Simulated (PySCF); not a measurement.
These are B3LYP-D3(BJ)/def2-TZVP // TPSS-D3(BJ)/def2-SVP (PySCF 2.14.0) values and carry that method's errors. All species are isolated molecules in the gas phase. B3LYP has the VWN-RPA correlation part, as in Gaussian. 

Reference species: [Zr(Cl)4]- (charge -1, multiplicity 2).

| Property | Result |
|---|---|
| coordination number | 4 |
| mean distance from the central atom to its bonded neighbours | 2.435 Å |

Changed species: [Ni(Cl)4]- (excited doublet) (M = Ni, multiplicity 2; the reference has M = Zr, multiplicity 2).

### Question
Give the shifts of the coordination number and mean distance from the central atom to its bonded neighbours.

### Answer
the coordination number stays essentially unchanged; the mean distance from the central atom to its bonded neighbours decreases by 0.250 Å, to 2.185 Å.
